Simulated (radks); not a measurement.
The numbers below are computed, except where a source is named.
Q: The mean radii <r> (bohr) of the occupied orbitals of an atom or ion are listed with their occupations. Level of theory: scalar-relativistic Kohn-Sham, PBE, spin-unpolarised, spherical densities, point nucleus (a radial shooting solver on a logarithmic mesh with Libxc functionals).

orbital  occ.      <r>
1s          2  0.07304
2s          2   0.3431
2p          6   0.3073
3s          2    1.032
3p          5    1.089

Name the element and its charge.

A: Z = 21, scandium, charge +4: Sc4+ in [Ne] 3s2 3p5. The 1s radius gives Z: for a bare nucleus <r> = (2 gamma + 1)/(2Z) with gamma = sqrt(1 - (Z/c)^2), 0.07087 bohr for Z = 21, and screening makes it slightly larger (0.07304 here). The occupations add up to 17, and the charge is Z minus that.
